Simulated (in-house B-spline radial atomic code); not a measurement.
RPA and G0W0 on PBE: the thallium ion Tl⁺

Configuration [Xe] 4f14 5d10 6s2, mean-field start PBE. Computed with a B-spline radial code for spherical atoms: all electrons, scalar-relativistic (spin-free one-electron X2C), finite nucleus, each spin shell either full or empty, empty states to l = 9 with an (l + 1/2)⁻⁴ tail; G0W0 by contour deformation at full frequency.

Without the two-electron picture change, the correlation of inner shells comes somewhat too large for so heavy an element.

Command:
```bash
python run_gw.py task.json out
```
Settings (radii: box in bohr, nucleus in fm):
```
Z                        81
electrons                80
configuration            [Xe] 4f14 5d10 6s2
hamiltonian              x2c
method                   pbe,pbe
lmax                     9
rms_radius               5.4759
spin_polarised           False
box_radius               23.78
intervals                70
ion_configuration        [Xe] 4f14 5d10 6s1
```

Time taken, with all properties: 16 s on 1 thread of Arm Neoverse V2, on a shared host.

Energies (hartree):

```csv
term,value
mean-field total,-20249.59912
Hartree-Fock functional on these orbitals,-20243.52992
direct second order,-8.3881
second-order exchange,2.0699
SOSEX correction,1.9234
```

Task: What is the RPA correlation energy, and what remains with SOSEX?

Result: RPA gives -7.2522 hartree (-2.47 eV per electron); RPA + SOSEX gives -5.3288, and the second-order doubles -6.3182 hartree (no singles). SOSEX takes back 27 % of the RPA value.

Quasi-particle levels (eV):

```tsv
level	occupied	mean field	Σx - vxc	Σc	QP weight	G0W0
6s	yes	-16.273	-2.62	?	?	?
6p	no	-8.233	3.83	-1.16	0.945	-5.564
```

G0W0 = mean field + (Σx - vxc) + Σc, with Σc (partial-wave tail included) taken at the quasi-particle energy. Only the outer levels were computed. Levels of low weight are left out.

Task: Where does G0W0 put 6s?

Result: At -20.817 eV, with Σc = -1.92 eV and a quasi-particle weight of 0.924. The tabulated removal energy is 20.428 eV (NIST, measured); the calculation leaves out spin-orbit coupling, Breit and QED terms, and what these don't explain is the method's own error.

Task: What does it cost to remove one electron (to [Xe] 4f14 5d10 6s1) by differences of total energies, each species on its own start (correlation terms add to the Hartree-Fock functional)?

Result: PBE 20.514 eV, Hartree-Fock functional 18.304 eV, + RPA 20.822 eV, + RPA + SOSEX 20.225 eV, + second order 22.169 eV. Tabulated: 20.428 eV (NIST, measured); the calculation leaves out spin-orbit coupling, Breit and QED terms, and what these don't explain is the method's own error.
